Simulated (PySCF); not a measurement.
## Fractional electron number in Zn (zinc, neutral)

The 4s beta orbital of [Ar] 3d10 4s2 is emptied in steps (occupation f), with all orbitals relaxed, ending at [Ar] 3d10 4s1. Computed with PySCF 2.14 in aug-cc-pVTZ-DK, with scalar relativity by spin-free X2C-1e. The exact energy is a straight line in f; departures are measured from the line between the end points of the same method.

Question: Among PBE0, r2SCAN, LC-wPBE, which shows the largest delocalisation error (convex curve), and which is closest to linear?

Answer: Most convex: r2SCAN (-0.792 eV at f = 0.5); closest to linear: LC-wPBE (-0.012 eV).

```json
{"f": "1", "PBE0 (eV)": "0.000", "r2SCAN (eV)": "0.000", "LC-wPBE (eV)": "0.000"}
{"f": "0.9", "PBE0 (eV)": "-0.232", "r2SCAN (eV)": "-0.287", "LC-wPBE (eV)": "-0.004"}
{"f": "0.7", "PBE0 (eV)": "-0.545", "r2SCAN (eV)": "-0.668", "LC-wPBE (eV)": "-0.008"}
{"f": "0.5", "PBE0 (eV)": "-0.653", "r2SCAN (eV)": "-0.792", "LC-wPBE (eV)": "-0.012"}
{"f": "0.3", "PBE0 (eV)": "-0.551", "r2SCAN (eV)": "-0.664", "LC-wPBE (eV)": "-0.014"}
{"f": "0.1", "PBE0 (eV)": "-0.236", "r2SCAN (eV)": "-0.285", "LC-wPBE (eV)": "-0.009"}
{"f": "0", "PBE0 (eV)": "0.000", "r2SCAN (eV)": "0.000", "LC-wPBE (eV)": "0.000"}
```

```
 method  E(f=0) − E(f=1) (eV)  −ε at f=1 (eV)  −ε at f=0.5 (eV)
   PBE0                 9.278           6.703             9.263
 r2SCAN                 9.417           6.220             9.431
LC-wPBE                 9.142           9.098             9.128
```

Reference removal energy between the ground levels: 9.394 eV (measured; NIST Atomic Spectra Database, ionization energies).
